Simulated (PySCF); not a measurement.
**UHF on He (helium, neutral)**

Configuration: 1s1 2s1, high-spin 3S determinant (an excited configuration). Calculation: PySCF 2.14, in aug-cc-pVQZ-DK; the spin-free X2C one-electron Hamiltonian (Gaussian nucleus).

```json
{
 "Total energy": "-2.171295 hartree",
 "One-electron energy": "-2.4565 hartree",
 "Hartree (Coulomb) energy": "1.0395 hartree",
 "Exchange energy": "-0.7543 hartree",
 "⟨S²⟩": "2.0000",
 "⟨L²⟩": "0.000",
 "Sum of ⟨r⟩": "4.745 bohr",
 "Sum of ⟨r²⟩": "18.85 bohr²",
 "Langevin diamagnetic susceptibility": "-14.9 ×10⁻⁶ cm³/mol"
}
```

| shell | electrons | mean orbital energy (hartree) | rms radius, mean of both spins (bohr) |
| --- | --- | --- | --- |
| 1s α | 1 | -1.71473 | 0.865 |
| 2s α | 1 | -0.17138 | 4.25 |

The outer electron is Rydberg-like, and this basis confines it to a smaller radius and binds it less than a complete one would.
